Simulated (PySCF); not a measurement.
# `C=C(C(C)=O)C(F)(Cl)Cl`, C₅H₅Cl₂FO

Geometry:
```csv
atom,x (Å),y (Å),z (Å)
C1,-0.815,1.854,0.138
C2,-0.377,0.608,-0.034
C3,1.060,0.311,0.320
C4,1.513,-1.115,0.363
O5,1.797,1.229,0.580
C6,-1.301,-0.439,-0.579
F7,-2.512,0.084,-0.872
Cl8,-0.682,-1.135,-2.110
Cl9,-1.609,-1.753,0.596
H10,-1.821,2.163,-0.087
H11,-0.133,2.596,0.521
H12,1.317,-1.618,-0.580
H13,2.580,-1.136,0.574
H14,0.982,-1.648,1.148
```

Method used: PySCF 2.14.0, GIAO BHandHLYP/pcSseg-1 magnetisability, rotational g tensor and spin-rotation constants, non-relativistic, gas phase. Geometry: GFN2-xTB.

**Question.** Give the nuclear spin-rotation constants along the inertial axes (H = +C I·J) beside the isotropic shieldings.

**Answer.** Rotational constants 1.5038, 0.9397, 0.8866 GHz. A star marks the isotopologue with that one atom substituted, in its own axes.
```csv
atom,isotope,Caa (kHz),Cbb (kHz),Ccc (kHz),mean (kHz),σ (ppm)
F7,19F,2.317,1.004,0.912,1.411,259.4
Cl8,35Cl,0.801,0.403,0.156,0.453,507.7
Cl9,35Cl,0.772,0.364,0.212,0.449,506.3
H10,1H,-0.033,0.018,-0.106,-0.040,25.4
H11,1H,0.124,-0.070,-0.100,-0.015,24.6
H12,1H,-0.081,-0.072,-0.038,-0.064,28.6
H13,1H,-0.027,-0.049,-0.103,-0.060,29.5
H14,1H,-0.148,-0.077,0.001,-0.075,28.9
C1,13C*,0.736,0.359,0.097,0.397,45.9
C2,13C*,0.796,0.308,0.165,0.423,33.4
C3,13C*,0.743,0.503,0.189,0.478,-11.9
C4,13C*,0.269,0.123,0.151,0.181,156.4
O5,17O*,-1.554,-0.641,-0.033,-0.743,-316.2
C6,13C*,0.502,0.263,0.275,0.347,55.9
```
For the geometry as given, no vibrational averaging.
